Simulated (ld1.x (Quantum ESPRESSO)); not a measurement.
Values are calculated unless marked as measured or tabulated.
**Potentials for O (Z = 8) compared**

Generated with ld1.x 7.5 (TM, RRKJ, ultrasoft, PAW), atompaw 4.2 or ONCVPSP 4.0.1. The cutoff is in Ry: for ld1.x and atompaw files where the sum of valence levels is converged to 10 mRy in a Bessel basis, for ONCV files where the hardest occupied wave has 1 mHa per electron of residual kinetic energy. The error is the largest all-electron minus pseudo excitation energy over each file’s own four to seven test configurations (ionisations up to +4, promotions, holes and added fractions of an electron), all of which were solved. The labels leave out finer settings (local radius, basis sizes, second energies), which also bear on the numbers. Spin-polarised tests are not counted. The rows are a selection from randomly drawn settings: files with unsolved tests, undetermined cutoffs or missed reference levels are left out.

```csv
potential,cutoff (Ry),largest error (meV),bound ghosts
"TM, PBE, non-relativistic, rc 0.65/1.60 (sp), local s, core correction no, reference 2s2 2p2",160,+1469,none
"TM, PBEsol, scalar-relativistic, rc 0.85/2.10/1.70 (spd), local p, core correction no, reference 2s1.5 2p4.5",70,+7740,none
"TM, PBE, scalar-relativistic, rc 0.60/1.55/1.60 (spd), local s, core correction yes, reference 2s2 2p4",200,+2638,none
"TM, PBE, scalar-relativistic, rc 0.55/1.80 (sp), local s, core correction no, reference 2s2 2p2",260,+1222,none
"TM semilocal, PBE, scalar-relativistic, rc 0.55/1.85/1.50 (spd), local p, core correction yes, reference 2s2 2p3.75",260,+288,none
"TM, PBE, scalar-relativistic, rc 0.80/1.84/2.00 (spd), local p, core correction yes, reference 2s2 2p4",80,+4671,none
"ultrasoft, PBEsol, non-relativistic, rc 0.85/1.55 (sp), local smoothed, core correction yes, reference 2s2 2p4",35,+173,none
```

(1) Fill in the row for O: TM, BLYP, scalar-relativistic, rc 0.80/1.05/1.10 (spd), local smoothed, core correction yes, reference 2s2 2p2.

(2) Fill in the row for O: TM semilocal, PBE, scalar-relativistic, rc 0.60/1.35 (sp), local s, core correction no, reference 2s2 2p2.

Results:

(1) cutoff 110 Ry, largest error +289 meV, bound ghosts: none.

(2) cutoff 200 Ry, largest error +327 meV, bound ghosts: none.
